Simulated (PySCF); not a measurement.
Compound: C4H12BP.
Structure used (PBE0-D3(BJ)/def2-SVP), in Å, numbered top down from 1:
```
atom  x, y, z in Å
C1    -0.6085   -1.5398   -0.5370
B2    -0.4542    0.0260   -0.4592
C3    -1.7076    0.9526   -0.6960
P4     1.1819    0.7975    0.0515
C5     1.3471    2.4388   -0.7796
C6     2.5660   -0.1898   -0.6703
H7    -1.4633   -1.8855    0.0689
H8     0.2776   -2.1284   -0.2603
H9    -0.8645   -1.7980   -1.5819
H10   -1.6339    1.9583   -0.2564
H11   -1.7924    1.0981   -1.7908
H12   -2.6543    0.4915   -0.3719
H13    0.4981    3.0762   -0.4930
H14    2.2666    2.9374   -0.4389
H15    1.3730    2.3603   -1.8776
H16    2.4684   -1.2368   -0.3489
H17    2.5822   -0.1593   -1.7708
H18    3.5280    0.1861   -0.2919
```

The closed-shell ground state was solved at several levels (PySCF, density fitting, gas phase, non-relativistic).

| level | basis functions | HOMO (eV) | LUMO (eV) | gap (eV) | dipole (D) |
| --- | --- | --- | --- | --- | --- |
| KT2/pcSseg-1 | 169 | -5.13 | -1.65 | 3.48 | 1.33 |
| PBE0/pcSseg-1 | 169 | -6.09 | -0.73 | 5.36 | 1.38 |

What might B3LYP/def2-SVPD (220 basis functions) give for the same quantities?

HOMO -5.89 eV, LUMO -0.95 eV, gap 4.94 eV, dipole 1.28 D.

Over all these levels, which gives the widest orbital gap and which the narrowest?

PBE0/pcSseg-1 (global hybrid, 25 % exact exchange) has the widest, 5.36 eV, and KT2/pcSseg-1 (GGA) the narrowest, 3.48 eV. The two share the basis. From the narrowest to the widest the HOMO moves by -0.96 eV and the LUMO by +0.92 eV.

How far do the dipole and the HOMO energy spread over the levels?

The dipole runs from 1.28 to 1.38 D (mean 1.33 D) and the HOMO from -6.09 to -5.13 eV.

One conformer stands for the species.
